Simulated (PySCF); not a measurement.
C3H2N, doublet, at a GFN2-xTB geometry, with bond 6-3 at 2.2 times its length; HF/6-31G** run with PySCF.

Here is a job for PySCF.
```python
from pyscf import gto, scf

mol = gto.M(
    atom='''
C    -0.15895887   -1.79696753    0.01837023
C    -0.04522191   -0.51121592    0.00522611
C     0.07111146    0.80388707   -0.00821806
H    -1.12145639   -2.29501249    0.00644536
H     0.70119490   -2.45587860    0.04212256
N     0.29767914    3.36514588   -0.03440158
''',
    basis='6-31g**',
    spin=1,
    verbose=4,
)

mf = scf.UHF(mol)
mf.kernel()
mo_i, mo_e, stable_i, stable_e = mf.stability(internal=True, external=True, return_status=True, nroots=6, tol=1e-6)
print('internally stable:', stable_i, ' externally stable:', stable_e)
if not stable_i:
    umf = mf.copy()
    umf.scf_summary = {}
    umf.kernel(umf.make_rdm1(mo_i, mf.mo_occ))
```

**Question.** Predict the main parts of the log of this PySCF run.

**Answer.** 
```
PySCF version 2.14.0

[INPUT] verbose = 4
[INPUT] num. atoms = 6
[INPUT] num. electrons = 27
[INPUT] charge = 0
[INPUT] spin (= nelec alpha-beta = 2S) = 1
[INPUT] symmetry False subgroup None
[INPUT] Mole.unit = angstrom
[INPUT] Symbol           X                Y                Z      unit          X                Y                Z       unit  Magmom
[...]
nuclear repulsion = 67.5039415371355
number of shells = 30
number of NR pGTOs = 122
number of NR cGTOs = 66
basis = 6-31g**
ecp = {}

******** <class 'pyscf.scf.uhf.UHF'> ********
method = UHF
initial guess = minao
damping factor = 0
level_shift factor = 0
DIIS = <class 'pyscf.scf.diis.CDIIS'>
diis_start_cycle = 1
diis_space = 8
diis_damp = 0
SCF conv_tol = 1e-09
SCF conv_tol_grad = None
SCF max_cycles = 50
direct_scf = True
direct_scf_tol = 1e-13
number electrons alpha = 14  beta = 13
Set gradient conv threshold to 3.16228e-05
init E= -168.72051919895

cycle= 1 E= -168.716628504546  delta_E= 0.00389  |g|= 0.316  |ddm|= 1.74
cycle= 2 E= -168.82730169394  delta_E= -0.111  |g|= 0.121  |ddm|= 0.447
cycle= 3 E= -168.844122315446  delta_E= -0.0168  |g|= 0.0519  |ddm|= 0.195
cycle= 4 E= -168.848089879668  delta_E= -0.00397  |g|= 0.0231  |ddm|= 0.0873
cycle= 5 E= -168.848746619423  delta_E= -0.000657  |g|= 0.00722  |ddm|= 0.037
cycle= 6 E= -168.848868155261  delta_E= -0.000122  |g|= 0.00278  |ddm|= 0.0206
cycle= 7 E= -168.84888933758  delta_E= -2.12e-05  |g|= 0.0015  |ddm|= 0.00973
cycle= 8 E= -168.84889313164  delta_E= -3.79e-06  |g|= 0.000692  |ddm|= 0.00327
cycle= 9 E= -168.848894908274  delta_E= -1.78e-06  |g|= 0.000418  |ddm|= 0.00232
cycle= 10 E= -168.848895628353  delta_E= -7.2e-07  |g|= 0.000363  |ddm|= 0.00114
cycle= 11 E= -168.848896468521  delta_E= -8.4e-07  |g|= 0.000338  |ddm|= 0.00141
cycle= 12 E= -168.848897216692  delta_E= -7.48e-07  |g|= 0.000334  |ddm|= 0.00129
cycle= 13 E= -168.848897323562  delta_E= -1.07e-07  |g|= 0.000335  |ddm|= 0.000181
cycle= 14 E= -168.84889616285  delta_E= 1.16e-06  |g|= 0.000322  |ddm|= 0.00202
cycle= 15 E= -168.848894648043  delta_E= 1.51e-06  |g|= 0.000303  |ddm|= 0.00303
cycle= 16 E= -168.84889453097  delta_E= 1.17e-07  |g|= 0.000291  |ddm|= 0.000856
cycle= 17 E= -168.848895609002  delta_E= -1.08e-06  |g|= 0.000251  |ddm|= 0.00323
cycle= 18 E= -168.848897645807  delta_E= -2.04e-06  |g|= 0.000149  |ddm|= 0.00755
cycle= 19 E= -168.848898602298  delta_E= -9.56e-07  |g|= 4.72e-05  |ddm|= 0.0083
cycle= 20 E= -168.848898624341  delta_E= -2.2e-08  |g|= 1.76e-05  |ddm|= 0.00107
cycle= 21 E= -168.848898625866  delta_E= -1.52e-09  |g|= 9.8e-06  |ddm|= 0.000208
cycle= 22 E= -168.848898626166  delta_E= -3e-10  |g|= 5.71e-06  |ddm|= 6.48e-05
Extra cycle  E= -168.848898626222  delta_E= -5.65e-11  |g|= 4.66e-06  |ddm|= 6.15e-06
converged SCF energy = -168.848898626222  <S^2> = 0.75617306  2S+1 = 2.0061636
uhf_internal: lowest eigs of H = [-0.26514912 -0.04504376  0.00222964  0.005111    0.02795086  0.03153223]
<class 'pyscf.scf.uhf.UHF'> wavefunction has an internal instability
uhf_real2complex: lowest eigs of H = [-0.04695011 -0.04690008  0.01107357  0.02920134  0.04891047  0.05093785]
<class 'pyscf.scf.uhf.UHF'> wavefunction has an real -> complex instability
uhf_external: lowest eigs of H = [-1.42502597e-01 -3.69937936e-02 -2.25835853e-02 -3.48668270e-04
 -2.96882817e-07  2.56540626e-03]
<class 'pyscf.scf.uhf.UHF'> wavefunction has an UHF/UKS -> GHF/GKS instability
internally stable: False  externally stable: False

******** <class 'pyscf.scf.uhf.UHF'> ********
method = UHF
initial guess = minao
damping factor = 0
level_shift factor = 0
DIIS = <class 'pyscf.scf.diis.CDIIS'>
diis_start_cycle = 1
diis_space = 8
diis_damp = 0
SCF conv_tol = 1e-09
SCF conv_tol_grad = None
SCF max_cycles = 50
direct_scf = True
direct_scf_tol = 1e-13
number electrons alpha = 14  beta = 13
Set gradient conv threshold to 3.16228e-05
init E= -168.904916748707
cycle= 1 E= -168.907384308442  delta_E= -0.00247  |g|= 0.0174  |ddm|= 0.119
cycle= 2 E= -168.907650592375  delta_E= -0.000266  |g|= 0.00775  |ddm|= 0.0387
cycle= 3 E= -168.90774424975  delta_E= -9.37e-05  |g|= 0.00598  |ddm|= 0.0159
cycle= 4 E= -168.907817793415  delta_E= -7.35e-05  |g|= 0.00487  |ddm|= 0.00995
cycle= 5 E= -168.907900688898  delta_E= -8.29e-05  |g|= 0.00492  |ddm|= 0.00976
cycle= 6 E= -168.907752530953  delta_E= 0.000148  |g|= 0.00477  |ddm|= 0.0176
cycle= 7 E= -168.907336039995  delta_E= 0.000416  |g|= 0.0041  |ddm|= 0.0561
cycle= 8 E= -168.906944859229  delta_E= 0.000391  |g|= 0.00293  |ddm|= 0.0759
cycle= 9 E= -168.906744493746  delta_E= 0.0002  |g|= 0.00143  |ddm|= 0.0759
cycle= 10 E= -168.906662473893  delta_E= 8.2e-05  |g|= 0.00169  |ddm|= 0.0625
cycle= 11 E= -168.906655632245  delta_E= 6.84e-06  |g|= 0.00165  |ddm|= 0.0075
cycle= 12 E= -168.906585173713  delta_E= 7.05e-05  |g|= 0.00229  |ddm|= 0.0663
cycle= 13 E= -168.90670915094  delta_E= -0.000124  |g|= 0.0014  |ddm|= 0.113
cycle= 14 E= -168.90679743139  delta_E= -8.83e-05  |g|= 0.00296  |ddm|= 0.0491
cycle= 15 E= -168.906679134818  delta_E= 0.000118  |g|= 0.000868  |ddm|= 0.0748
cycle= 16 E= -168.906648147237  delta_E= 3.1e-05  |g|= 0.000824  |ddm|= 0.0326
cycle= 17 E= -168.906627898726  delta_E= 2.02e-05  |g|= 0.000856  |ddm|= 0.0222
cycle= 18 E= -168.906624769148  delta_E= 3.13e-06  |g|= 0.000871  |ddm|= 0.00319
cycle= 19 E= -168.906660542486  delta_E= -3.58e-05  |g|= 0.000832  |ddm|= 0.039
cycle= 20 E= -168.906718725148  delta_E= -5.82e-05  |g|= 0.00138  |ddm|= 0.0509
cycle= 21 E= -168.906599653041  delta_E= 0.000119  |g|= 0.00116  |ddm|= 0.112
cycle= 22 E= -168.906571549951  delta_E= 2.81e-05  |g|= 0.00155  |ddm|= 0.0194
cycle= 23 E= -168.906586954945  delta_E= -1.54e-05  |g|= 0.0014  |ddm|= 0.00964
cycle= 24 E= -168.906601181481  delta_E= -1.42e-05  |g|= 0.00114  |ddm|= 0.0104
cycle= 25 E= -168.906621220799  delta_E= -2e-05  |g|= 0.000927  |ddm|= 0.0174
cycle= 26 E= -168.906627911968  delta_E= -6.69e-06  |g|= 0.000879  |ddm|= 0.00656
cycle= 27 E= -168.90661300594  delta_E= 1.49e-05  |g|= 0.000988  |ddm|= 0.014
cycle= 28 E= -168.906628775845  delta_E= -1.58e-05  |g|= 0.000825  |ddm|= 0.0148
cycle= 29 E= -168.906648196461  delta_E= -1.94e-05  |g|= 0.000698  |ddm|= 0.0208
cycle= 30 E= -168.906665791056  delta_E= -1.76e-05  |g|= 0.000736  |ddm|= 0.0194
cycle= 31 E= -168.906658074525  delta_E= 7.72e-06  |g|= 0.00074  |ddm|= 0.00841
cycle= 32 E= -168.90662835443  delta_E= 2.97e-05  |g|= 0.000814  |ddm|= 0.0324
cycle= 33 E= -168.906567544267  delta_E= 6.08e-05  |g|= 0.00146  |ddm|= 0.0462
cycle= 34 E= -168.90659833415  delta_E= -3.08e-05  |g|= 0.00109  |ddm|= 0.0199
cycle= 35 E= -168.906619275955  delta_E= -2.09e-05  |g|= 0.00087  |ddm|= 0.0175
cycle= 36 E= -168.906617965573  delta_E= 1.31e-06  |g|= 0.000881  |ddm|= 0.00128
cycle= 37 E= -168.906613277667  delta_E= 4.69e-06  |g|= 0.000919  |ddm|= 0.00421
cycle= 38 E= -168.906659210228  delta_E= -4.59e-05  |g|= 0.000727  |ddm|= 0.0478
cycle= 39 E= -168.906650787406  delta_E= 8.42e-06  |g|= 0.000715  |ddm|= 0.00937
cycle= 40 E= -168.90664833933  delta_E= 2.45e-06  |g|= 0.000728  |ddm|= 0.00295
cycle= 41 E= -168.906645897926  delta_E= 2.44e-06  |g|= 0.000736  |ddm|= 0.00279
cycle= 42 E= -168.906614320798  delta_E= 3.16e-05  |g|= 0.000926  |ddm|= 0.0321
cycle= 43 E= -168.906663205096  delta_E= -4.89e-05  |g|= 0.000779  |ddm|= 0.0513
cycle= 44 E= -168.906668503381  delta_E= -5.3e-06  |g|= 0.000806  |ddm|= 0.00599
cycle= 45 E= -168.906682941035  delta_E= -1.44e-05  |g|= 0.000897  |ddm|= 0.0147
cycle= 46 E= -168.906704740833  delta_E= -2.18e-05  |g|= 0.00113  |ddm|= 0.0186
cycle= 47 E= -168.906699518313  delta_E= 5.22e-06  |g|= 0.00107  |ddm|= 0.00413
cycle= 48 E= -168.906691895788  delta_E= 7.62e-06  |g|= 0.00101  |ddm|= 0.00635
cycle= 49 E= -168.906673383313  delta_E= 1.85e-05  |g|= 0.000856  |ddm|= 0.0174
cycle= 50 E= -168.906712208431  delta_E= -3.88e-05  |g|= 0.00125  |ddm|= 0.0334
SCF not converged.
SCF energy = -168.906712208431 after 50 cycles  <S^2> = 1.7865428  2S+1 = 2.8541498
```

The run did not converge; its last values are not results.
